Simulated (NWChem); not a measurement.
System: C2H5S, doublet; SMILES CC[S]

Here is an NWChem input.

```
start job
memory heap 200 mb stack 900 mb global 1100 mb
geometry units angstroms noautosym nocenter noautoz
  C      0.381973    -1.585407     0.000000
  C     -0.611751    -0.438404     0.000000
  S      0.100502     1.211133     0.000000
  H      1.030257    -1.544942     0.887934
  H     -0.140389    -2.555989     0.000000
  H      1.030257    -1.544942    -0.887934
  H     -1.287571    -0.483420     0.873994
  H     -1.287571    -0.483420    -0.873994
end
basis spherical
  C library 6-31g*
  S library 6-31g*
  H library 6-31g*
end
dft
  odft
  mult 2
  xc m06-2x
  iterations 150
end
cosmo
  do_cosmo_smd true
  solvent water
end
task dft energy
```

Excerpt of the output:

```
             Northwest Computational Chemistry Package (NWChem) 7.3.0
             --------------------------------------------------------

                             Geometry "geometry" -> ""
                             -------------------------

 Output coordinates in angstroms (scale by  1.889725989 to convert to a.u.)

  No.       Tag          Charge          X              Y              Z
 ---- ---------------- ---------- -------------- -------------- --------------
    1 C                    6.0000     0.38197300    -1.58540700     0.00000000
    2 C                    6.0000    -0.61175100    -0.43840400     0.00000000
    3 S                   16.0000     0.10050200     1.21113300     0.00000000
    4 H                    1.0000     1.03025700    -1.54494200     0.88793400
    5 H                    1.0000    -0.14038900    -2.55598900     0.00000000
    6 H                    1.0000     1.03025700    -1.54494200    -0.88793400
    7 H                    1.0000    -1.28757100    -0.48342000     0.87399400
    8 H                    1.0000    -1.28757100    -0.48342000    -0.87399400

 Effective nuclear repulsion energy (a.u.)      97.9567539010

                                 NWChem DFT Module
                                 -----------------

 Summary of "ao basis" -> "ao basis" (spherical)
 ------------------------------------------------------------------------------
       Tag                 Description            Shells   Functions and Types
 ---------------- ------------------------------  ------  ---------------------
 C                           6-31g*                  6       14   3s2p1d
 S                           6-31g*                  8       18   4s3p1d
 H                           6-31g*                  2        2   2s

 in cosmo_initialize ...
 calling solv_data for solv:h2o

 solvent parameters
 solvname_short: h2o
 solvname_long:  water
 dielec:       78.4000
 dielecinf:     1.7769
 aqueous SMD model solvent descriptors
 dielec:       78.4000
 sola:          0.8200

          ---------------
          -cosmo- solvent
          ---------------
 Cosmo: York-Karplus, doi: 10.1021/jp992097l
 dielectric constant -eps-     =  78.40
 screen = (eps-1)/(eps    )    =   0.98724
 surface charge correction     = lagrangian

   van der Waals surface
 --------------------------

[...]

                                COSMO-SMD solvation results
                                ---------------------------

             internal energy in gas <Psi(g)|H|Psi(g)> =      -477.281153333240
         internal energy in solvent <Psi(s)|H|Psi(s)> =      -477.280415111057
                               delta internal energy  =         0.000738222183 (    0.46 kcal/mol)
   total free energy in solvent <Psi(s)|H+V/2|Psi(s)> =      -477.285451182149
 polarization energy contribution <Psi(s)|V/2|Psi(s)> =        -0.005036071092 (   -3.16 kcal/mol)
    total free energy in solvent including G(SMD-CDS) =      -477.283414804867
                       G(SMD-CDS) energy contribution =         0.002036377281 (    1.28 kcal/mol)
     1 M fixed-concentration free energy of solvation =        -0.002261471627 (   -1.42 kcal/mol)

                    DFT Final Alpha Molecular Orbital Analysis
                    ------------------------------------------

 Vector   15  Occ=1.000000D+00  E=-3.953931D-01
              MO Center= -4.1D-02, -1.9D-01, -1.3D-09, r^2= 3.4D+00
   Bfn.  Coefficient  Atom+Function         Bfn.  Coefficient  Atom+Function
  ----- ------------  ---------------      ----- ------------  ---------------
    36      0.438013  3 S  py                18     -0.241168  2 C  py
     4      0.197350  1 C  py                17     -0.187557  2 C  px
    35      0.180945  3 S  px                49     -0.179524  5 H  s
    38      0.176988  3 S  s                 32     -0.166827  3 S  py
    50     -0.165662  5 H  s                  3      0.158340  1 C  px

 Vector   16  Occ=1.000000D+00  E=-3.314403D-01
              MO Center= -5.9D-02,  9.1D-01,  3.6D-09, r^2= 2.1D+00
   Bfn.  Coefficient  Atom+Function         Bfn.  Coefficient  Atom+Function
  ----- ------------  ---------------      ----- ------------  ---------------
    37      0.682089  3 S  pz                41      0.389306  3 S  pz
    33     -0.250753  3 S  pz                19     -0.185839  2 C  pz
    54     -0.149670  7 H  s                 56      0.149670  8 H  s
    53     -0.124547  7 H  s                 55      0.124547  8 H  s
    23     -0.085690  2 C  pz                48      0.057918  4 H  s

 Vector   17  Occ=1.000000D+00  E=-3.027831D-01
              MO Center=  6.6D-02,  9.9D-01, -3.6D-09, r^2= 2.0D+00
   Bfn.  Coefficient  Atom+Function         Bfn.  Coefficient  Atom+Function
  ----- ------------  ---------------      ----- ------------  ---------------
    35      0.630756  3 S  px                39      0.382683  3 S  px
    36     -0.270235  3 S  py                31     -0.234836  3 S  px
    40     -0.170865  3 S  py                 6     -0.138552  1 C  s
     4     -0.131828  1 C  py                17     -0.115217  2 C  px
    32      0.100227  3 S  py                50      0.075714  5 H  s

 Vector   18  Occ=0.000000D+00  E= 9.600626D-02
              MO Center= -7.1D-02,  6.5D-01,  1.0D-09, r^2= 3.7D+00
   Bfn.  Coefficient  Atom+Function         Bfn.  Coefficient  Atom+Function
  ----- ------------  ---------------      ----- ------------  ---------------
    20      1.532577  2 C  s                 40      1.018697  3 S  py
    38     -0.862633  3 S  s                 22      0.685817  2 C  py
    39      0.447941  3 S  px                 6      0.346097  1 C  s
    36      0.307935  3 S  py                18      0.287103  2 C  py
    54     -0.279927  7 H  s                 56     -0.279927  8 H  s

[...]
```

Level: M06-2X/6-31G* (spherical d), spin-unrestricted, SMD on the gas-phase geometry. In the optimisation the excess spin sits in a" (Cs, its own frame). All runs use the structure optimised with PBE0/def2-SVP, spin-unrestricted. No stability test was run on the SCF state. Solvent: water.
